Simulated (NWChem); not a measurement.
System: AlHOBrCl; SMILES [OH][Al]([Cl])[Br]

```xyz
5

Al     0.4337    -0.6134     0.0000
Cl    -0.9659    -2.1714     0.0000
Br    -0.2474     1.5355     0.0000
O      2.0803    -1.0563     0.0000
H      2.7976    -0.4025     0.0000
```
Atoms are numbered in this order, from 1.

All runs: NWChem. All runs use the structure optimised with PBE-D3(BJ)/def2-SVP.

Estimate the computed values for Hartree-Fock/pcseg-1. Quantities: highest occupied level (eV); orbital gap (eV); dipole (D).


```
Quantity                     Result
---------------------------  ------
highest occupied level (eV)  -12.02
orbital gap (eV)              13.80
dipole (D)                     2.18
```
